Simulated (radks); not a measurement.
The numbers below are computed, except where a source is named.
Task: All-electron atom: Er+ in [Xe] 4f12 6s1. Level of theory: Dirac Kohn-Sham, RPBE, spin-unpolarised, spherical densities, point nucleus; open shells fill j = l - 1/2 first (a radial shooting solver on a logarithmic mesh with Libxc functionals).

Spin-orbit splittings of the eigenvalues, e(l+1/2) - e(l-1/2), with zeta = 2 splitting/(2l+1) and mean radii in bohr:

| shell | occ. | splitting (eV) | zeta (eV) | <r> j=l-1/2 | <r> j=l+1/2 |
|---|---|---|---|---|---|
| 2p | 6 | 916.9 | 611.2 | 0.07147 | 0.07875 |
| 3p | 6 | 192.6 | 128.4 | 0.2146 | 0.2283 |
| 3d | 10 | 42.09 | 16.83 | 0.2012 | 0.2055 |
| 4p | 6 | 43.29 | 28.86 | 0.5172 | 0.5486 |
| 4d | 10 | ? | ? | 0.5774 | 0.5886 |
| 4f | 12 | 1.082 | 0.3091 | 0.8164 | 0.8379 |
| 5p | 6 | 5.349 | 3.566 | 1.417 | 1.527 |

Estimate the 4d splitting.

Result: 7.866 eV (zeta = 3.146 eV).
